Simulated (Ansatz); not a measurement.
`[OH][W]([Cl])([Cl])([Cl])([Cl])[Cl]`. The species carries charge 0 and has multiplicity 1. Correlated methods include outer-core shells of W, which these sets cover unevenly. W: def2 effective core potential.

```xyz
8

O     1.5774   -0.1793   -0.1868
W    -0.2441   -0.0888    0.1251
Cl   -0.1592    1.7039   -1.3642
Cl   -0.2014   -1.8531    1.5654
Cl   -2.4916    0.3119    0.2713
Cl    0.0517    1.3175    1.9190
Cl   -0.6897   -1.5596   -1.5842
H     2.1569    0.3475   -0.7456
```

Give the diagnostics of a CCSD(T)/def2-TZVPP run (frozen core, the Gaussian-basis code of Ansatz). (An estimate is asked.)

Computed: T1 = 0.0232, largest single amplitude 0.097, largest double 0.044, (T) share of the correlation energy 5.6 %, 15 CCSD cycles. The RHF solution is stable towards an unrestricted one. T1 lies over the customary mark of 0.02 for closed shells; compounds of d metals often pass it without a breakdown.
